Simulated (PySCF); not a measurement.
# Hartree-Fock beside MP2: AlBH3NO

Calculated results; nothing here was measured. The program is PySCF 2.14.0, an open-source quantum chemistry code, run on an isolated molecule that a program drew, which may never have been made. The molecule is AlBH3NO (charge 0, singlet), drawn as the SMILES string `N=[B][AlH][OH]`.

The geometry was optimised and harmonic frequencies were computed with HF and MP2, all in the cc-pV(D+d)Z basis, for the commonest isotopes, with a restricted reference for singlets and an unrestricted one otherwise, and a frozen core in MP2. Each result is a local minimum of its method.

Geometry at the HF minimum:
```xyz
7
AlBH3NO, angstrom
N    -2.7677    2.1936    0.7388
B    -1.8912    1.3282    0.7228
Al   -0.3943   -0.1532    0.7464
O     0.1964   -0.6558   -0.7524
H    -3.4688    2.8867    0.7356
H     0.1744   -0.7876    2.0725
H     0.8581   -1.2995   -0.9425
```

Lengths of the bonds as drawn, in Å (atoms numbered as above):
```
bond,HF,MP2
N1-B2,1.232,1.262
B2-Al3,2.106,2.088
Al3-O4,1.688,1.715
N1-H5,0.986,1.003
Al3-H6,1.576,1.579
O4-H7,0.942,0.964
```

Rotational constants, in GHz:
| constant | HF | MP2 |
|---|---|---|
| A | 22.65 | 22.16 |
| B | 2.565 | 2.547 |
| C | 2.304 | 2.284 |

Harmonic frequencies in cm^-1, each column in rising order, so a row needn't be the same motion in every method:
```
rank    HF   MP2
   1   139   127
   2   232   202
   3   344     ?
   4   412   410
   5   482   477
   6   543   496
   7   545   510
   8   574   526
   9   579   606
  10   738   716
  11   900   862
  12  2004  1859
  13  2050  1971
  14  4079  3852
  15  4223  3922
```

**Estimate the missing MP2 frequency from the HF column.**

A single factor s that minimises the squared misfit of MP2 against s times HF over the other rows is sum(HF x MP2) / sum(HF^2) = 0.9395, with an rms misfit of 29 cm^-1. For rank 3 it gives 0.9395 x 344 = 323 cm^-1. The calculation gives 310 cm^-1, 13 cm^-1 below the estimate. The drawn bonds are on average 1.2 % longer in MP2 than in HF.
